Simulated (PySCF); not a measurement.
# Correlation energy of Mo²⁺ (molybdenum, charge +2)

[Kr] 4d3 5p1, one real determinant (an excited configuration). Calculation: PySCF 2.14, in def2-QZVPPD with the def2 core potential (28 electrons); scalar relativity through the core potential. Frozen: 4s2 4p6; 4 electrons correlated.

```csv
level,correlation energy (mhartree)
CCSD,-33.46
(T),-0.99
CCSD(T),-34.45
```

Diagnostics: T1 = 0.0070, D1 = 0.0193, largest double amplitude 0.096.

**Question.** Is a single reference adequate?

**Answer.** Mostly. T1 lies below 0.03, but a double amplitude of this size points to a near-degeneracy that CCSD handles and MP2 describes poorly.

The reference is one real determinant that mixes LS terms of this configuration.
